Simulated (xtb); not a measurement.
C2H6N2Si, SMILES C#C[SiH](N)N. All values are semi-empirical tight-binding results from xtb (GFN2-xTB unless named), good for trends rather than for accurate numbers. The structure is a stationary point at GFN2-xTB. This is a generated structure with no PubChem entry under its InChIKey; it may be hypothetical. One conformer was computed; it need not be the lowest.

* **orbital gap**: 5.14 eV
* **dipole moment**: 1.90 D
* **zero-point energy**: 48.6 kcal/mol
* **G − E(el) at 298.15 K (modified RRHO)**: 28.9 kcal/mol
* **static polarisability (D4 model)**: 68.7 bohr³
* **solvation energy, GFN2-xTB/ALPB(water)**: -4.4 kcal/mol
* **solvation energy, GFN2-xTB/ALPB(methanol)**: -6.5 kcal/mol
